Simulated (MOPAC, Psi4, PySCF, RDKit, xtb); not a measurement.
Two geometries of SMILES B/C=C\N, relaxed at B3LYP-D3(BJ)/def2-SVP with one dihedral held; other torsions can differ between them too.

Structure A

```
10

B      1.5433    -0.3240     0.3353
C      0.4842     0.7300     0.0675
C     -0.2514     0.7742    -1.0871
N     -0.3584    -0.2004    -2.0321
H      2.7012    -0.0325     0.5339
H      1.3294    -1.4952     0.0735
H      0.5556     1.7038     0.5682
H     -0.8072     1.6842    -1.3473
H      0.0290    -1.1173    -1.8351
H     -1.1097    -0.1584    -2.7071
```

Structure B

```
10

B     -1.5643    -0.3336     0.2408
C     -0.5794     0.7659    -0.0603
C      0.7849     0.5879    -0.1557
N      1.4652    -0.5644    -0.0006
H     -2.7530    -0.1245     0.3138
H     -1.1902    -1.4787     0.4219
H     -0.9082     1.7969    -0.2250
H      1.4362     1.4432    -0.3802
H      0.9644    -1.4204     0.2089
H      2.4697    -0.5997    -0.0909
```

Which is lower in energy at the level DF-MP2 (frozen core)/cc-pVTZ // B3LYP-D3(BJ)/def2-SVP (Psi4), and by how much?

B is lower, by 33.44 kJ/mol (dihedral H5–B1–C2–C3: 120° in A, 180° in B).

E(B) − E(A) in kJ/mol at the other levels, on the same two geometries: B3LYP/def2-TZVP // B3LYP-D3(BJ)/def2-SVP (Psi4) -34.07; B3LYP-D3(BJ)/def2-TZVP // B3LYP-D3(BJ)/def2-SVP (Psi4) -34.03; PBE/def2-TZVP // B3LYP-D3(BJ)/def2-SVP (Psi4) -33.52; PBE-D3(BJ)/def2-TZVP // B3LYP-D3(BJ)/def2-SVP (Psi4) -33.49; M06-2X/def2-TZVP // B3LYP-D3(BJ)/def2-SVP (Psi4) -32.68; HF/cc-pVTZ // B3LYP-D3(BJ)/def2-SVP (Psi4) -34.29; UFF // B3LYP-D3(BJ)/def2-SVP (RDKit) -20.16; PM7, restricted, heats of formation // B3LYP-D3(BJ)/def2-SVP (MOPAC) -21.37; AM1, restricted, heats of formation // B3LYP-D3(BJ)/def2-SVP (MOPAC) -20.84; GFN1-xTB // B3LYP-D3(BJ)/def2-SVP (xtb) -24.92; restricted B3LYP/6-31G*, spherical d // B3LYP-D3(BJ)/def2-SVP (PySCF) -34.07; restricted LDA (SVWN5)/6-31G*, spherical d // B3LYP-D3(BJ)/def2-SVP (PySCF) -35.86; restricted MP2 (frozen core)/3-21G // B3LYP-D3(BJ)/def2-SVP (PySCF) -38.52; restricted Hartree-Fock/6-31G*, spherical d // B3LYP-D3(BJ)/def2-SVP (PySCF) -33.89.
